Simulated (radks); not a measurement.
Question: Radial electron density D(r) = 4 pi r^2 rho(r) of an atom or ion with 13 electrons. All-electron calculation, non-relativistic Kohn-Sham, LB94 model potential, spin-polarised, spherical densities, point nucleus. Program: a radial shooting solver on a logarithmic mesh with Libxc functionals.

```
   r/bohr * D(r) (the largest magnitude, 18.4, reaches the edge; | marks zero)
   0.0119 |         *
  0.01525 |             *
  0.01939 |                   *
  0.02484 |                           *
  0.03158 |                                    *
  0.04047 |                                             *
  0.05145 |                                                   *
  0.06593 |                                                      *
  0.08382 |                                                   *
   0.1066 |                                             *
   0.1365 |                                     *
   0.1736 |                                   *
   0.2224 |                                         *
   0.2828 |                                                 *
   0.3624 |                                                   *
   0.4606 |                                           *
   0.5903 |                           *
   0.7504 |             *
    0.954 |       *
    1.222 |      *
    1.554 |     *
    1.991 |   *
    2.532 |*
    3.244 *
    4.124 *
    5.285 *
```

What is the nuclear charge?

Answer: Z = 16. The innermost maximum, from 1s, lies near 1/Z = 0.0625 bohr (found: 0.0659), and its height grows with Z. The density is that of the sulfur ion S3+ in [Ne] 3s2 3p1; the configuration itself is not fixed sharply by these data, and Z only to about a unit. D(r) has 2 maxima, at r = 0.0659, 0.340 bohr, and minima at 0.165 bohr, inside which lie 2.21 electrons.
